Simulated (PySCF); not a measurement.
C2H6BCl.

```xyz
10

B      0.0000     0.0000    -0.3935
Cl     0.0000     0.0000     1.3890
C     -0.0106     1.3781    -1.1361
H      1.0477     1.6411    -1.3346
H     -0.5011     1.3222    -2.1215
H     -0.4399     2.2034    -0.5499
C      0.0106    -1.3781    -1.1361
H      0.5011    -1.3222    -2.1215
H      0.4399    -2.2034    -0.5499
H     -1.0477    -1.6411    -1.3346
```

The structure is a stationary point at B3LYP-D3(BJ)/def2-SVP.

Method: B3LYP/pcSseg-1 in PySCF. Non-relativistic, no solvent.

Computed absolute GIAO shielding of each atom: isotropic value and principal components (ppm):
```json
[
 {"atom": "B1", "σ(iso)": "16.3", "σ11": "-54.4", "σ22": "11.7", "σ33": "91.7", "span": "146.1"},
 {"atom": "Cl2", "σ(iso)": "655.7", "σ11": "344.2", "σ22": "704.8", "σ33": "918.1", "span": "573.9"},
 {"atom": "C3", "σ(iso)": "163.2", "σ11": "146.7", "σ22": "160.2", "σ33": "182.8", "span": "36.1"},
 {"atom": "H4", "σ(iso)": "30.5", "σ11": "27.5", "σ22": "28.6", "σ33": "35.5", "span": "8.0"},
 {"atom": "H5", "σ(iso)": "30.2", "σ11": "26.6", "σ22": "29.3", "σ33": "34.8", "span": "8.1"},
 {"atom": "H6", "σ(iso)": "30.3", "σ11": "26.2", "σ22": "29.7", "σ33": "35.0", "span": "8.7"},
 {"atom": "C7", "σ(iso)": "163.2", "σ11": "146.7", "σ22": "160.2", "σ33": "182.8", "span": "36.1"},
 {"atom": "H8", "σ(iso)": "30.2", "σ11": "26.6", "σ22": "29.3", "σ33": "34.8", "span": "8.1"},
 {"atom": "H9", "σ(iso)": "30.3", "σ11": "26.2", "σ22": "29.7", "σ33": "35.0", "span": "8.7"},
 {"atom": "H10", "σ(iso)": "30.5", "σ11": "27.5", "σ22": "28.6", "σ33": "35.5", "span": "8.0"}
]
```
